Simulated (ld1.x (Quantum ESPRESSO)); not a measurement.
# Plane-wave convergence, PAW potential for Ir (Z = 77)

* Element: iridium
* Generator: ld1.x (Quantum ESPRESSO) 7.5
* Type: PAW
* Functional: LDA (PZ)
* Relativity: scalar-relativistic
* Frozen core: [Xe] 4f14
* Valence charge: 9
* Reference configuration: 5d7 6s1.75 6p0.25
* Partial waves: 6s (bound): rcut 1.75, rcutus 2.20 bohr; 6s channel at 2.9 Ry: rcut 1.75, rcutus 2.20 bohr; 6p (bound): rcut 3.65, rcutus 4.05 bohr; 6p channel at 3.25 Ry: rcut 3.65, rcutus 4.05 bohr; 5d (bound): rcut 1.45, rcutus 1.80 bohr; 5d channel at -0.25 Ry: rcut 1.45, rcutus 1.80 bohr
* Local potential: all-electron potential smoothed inside 3.40 bohr (lloc = -2)
* Core correction: a·sin(br)/r model core inside 1.25 bohr
* Augmentation charge: GAUSS, radius 1.65 bohr

The pseudo-atom Hamiltonian at the reference potential is diagonalised in spherical Bessel functions j_l(qr) that vanish at 20 bohr, with q² up to the cutoff. All-electron valence levels (Ry): 6s -0.5106, 6p -0.1201, 5d -0.5752.

How do the lowest levels (Ry) of each channel move with the cutoff, and are there ghosts?

```csv
cutoff (Ry),s #1,s #2,p #1,d #1,f #1,Σ f·Δε (mRy)
8,-0.5097,-0.0108,-0.1200,-0.0465,0.1011,3702.9
15,-0.5104,-0.0109,-0.1201,-0.3510,0.1011,1569.9
25,-0.5105,-0.0109,-0.1201,-0.5587,0.1011,116.0
35,-0.5106,-0.0109,-0.1201,-0.5747,0.1011,4.0
50,-0.5106,-0.0109,-0.1201,-0.5751,0.1011,1.2
70,-0.5106,-0.0109,-0.1201,-0.5752,0.1011,0.3
400,-0.5106,-0.0109,-0.1201,-0.5753,0.1011,0.0
```

Result: no extra level below or beside the all-electron valence levels (s, p, d, f tested); 10 mRy is reached at 35 Ry and 1 mRy at 55 Ry.
